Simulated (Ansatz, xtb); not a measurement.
**Ligand exchange: C3H8 + HOI → C2H6O + CH3I**

Species: C3H8 `CCC`, singlet; HOI (hypoiodous acid) `OI`, singlet; C2H6O `CCO`, singlet; CH3I (methyl iodide) `CI`, singlet. The partners trade CH3 for OH: C–CH3 and I–OH bonds give way to C–OH and I–CH3.

Shapes, held fixed at every level: PBE0-D4/def2-TZVP. Flexible molecules stand in one conformer, not always the lowest. Programs: Ansatz 0.2.0, xtb 6.7.1. The zero-point and thermal change to 298 K, harmonic and unscaled (PBE0-D4/def2-TZVP), is +1.6 kJ/mol.

**Question.** Estimate the reaction enthalpy at 298 K.

**Answer.** From tabulated heats of formation (Active Thermochemical Tables), ΔH(298 K) = -53.9 kJ/mol. Nearest: GFN1-xTB (+0.4); farthest: CCSD/def2-SVP (-16.9). 6 of 9 levels lie within 10 kJ/mol. For atoms past krypton def2 sets carry core potentials with scalar relativity. Correlated rows may include outer-core shells of I, which these sets cover unevenly.

```
               level                    kind  ΔH (kJ/mol)  computed − measured
            GFN1-xTB          semi-empirical        -53.5                 +0.4
r2SCAN-D4/def2-TZVPP                meta-GGA        -58.1                 -4.1
  PBE0-D4/def2-TZVPP           global hybrid        -60.7                 -6.7
  wB97M-V/def2-TZVPP  range-separated hybrid        -58.0                 -4.1
  wB97X-V/def2-TZVPP  range-separated hybrid        -58.5                 -4.6
      MP2/def2-TZVPP     perturbation theory        -66.2                -12.3
       CCSD/def2-SVP   coupled cluster or CI        -70.8                -16.9
     CCSD/def2-TZVPP   coupled cluster or CI        -64.5                -10.5
  CCSD(T)/def2-TZVPP   coupled cluster or CI        -62.1                 -8.2
```
